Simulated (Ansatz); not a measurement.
Ideal-gas functions of `[OH][Ti]([F])([Cl])[I]` at 400 K and 1 bar, from an Ansatz frequency run at PBE0-D4/def2-TZVP.

Molar mass 246.23 g/mol, point group C1 (symmetry number 1), electronic degeneracy 1, moments of inertia 227.987, 636.721, 712.153 u Å². Harmonic wavenumbers (cm⁻¹, unscaled): 96, 122, 145, 152, 203, 234, 308, 324, 475, 769, 834, 3920.

Use S(trans) = R[1.5 ln M + 2.5 ln T − 1.1517]; rotational temperatures θ = 24.2544 K / I; S(rot) = R[ln(√π/σ · √(T³/θAθBθC)) + 1.5]; for each mode x = 1.438777 ν̃/T, S = R[x/(eˣ − 1) − ln(1 − e⁻ˣ)] and H = RT x/(eˣ − 1); 1 cm⁻¹ = 0.0119627 kJ/mol; R = 8.31446 J/(mol·K).

Q: By hand: the entropy, in J/(mol·K).

A: Translation 183.6. Rotation: θ = 0.1064, 0.0381, 0.0341 K, giving 128.9. Vibration, mode by mode: 17.20, 15.23, 13.82, 13.44, 11.11, 9.99, 7.88, 7.50, 4.80, 2.08, 1.73, 0.00, in all 104.8. Electronic 0.0. Sum 417.3 J/(mol·K).

Q: By hand: H − E and G − E in kJ/mol, counted from the electronic energy.

A: Zero-point energy ½ × 7582 × 0.0119627 = 45.4; thermal vibration 20.8; translation, rotation and pV give 4 RT = 13.3. H − E = 79.5 kJ/mol, and G − E = 79.5 − 400 × 417.3/1000 = -87.4 kJ/mol.

Vibration gives 25 % of the entropy, 46.2 J/(mol·K) of it from the modes under 150 cm⁻¹: soft modes count most, and the harmonic formula is weakest for them. The sum counts one conformer and one mirror image; others add a mixing term.
